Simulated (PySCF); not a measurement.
**Tl⁺: ionisation energy**

Tl⁺ [Xe] 4f14 5d10 6s2 (1S) → Tl²⁺ [Xe] 4f14 5d10 6s1 (2S), as a difference of total energies. Computed with PySCF 2.14 in aug-cc-pVTZ-PP with one added diffuse shell each of d, f type with ECP60MDF (6s5p5d3f, 67 functions), with scalar relativity through the core potential. Correlated levels: valence: 5s2 5p6 5d10 frozen. The calculations carry no spin-orbit coupling.

Q: Order these methods by the ionisation energy they give, lowest first.
A. UHF
B. SCS-MP2 (valence)
C. CCSD (valence)
D. MP2 (valence)

A: A (18.368 eV), D (18.911 eV), B (19.020 eV), C (19.107 eV).

Errors of the correlated levels include the incompleteness of this basis and the frozen core.

With two correlated electrons CCSD is exact in that space.

For comparison: 20.428 eV (measured; NIST Atomic Spectra Database, ionization energies).
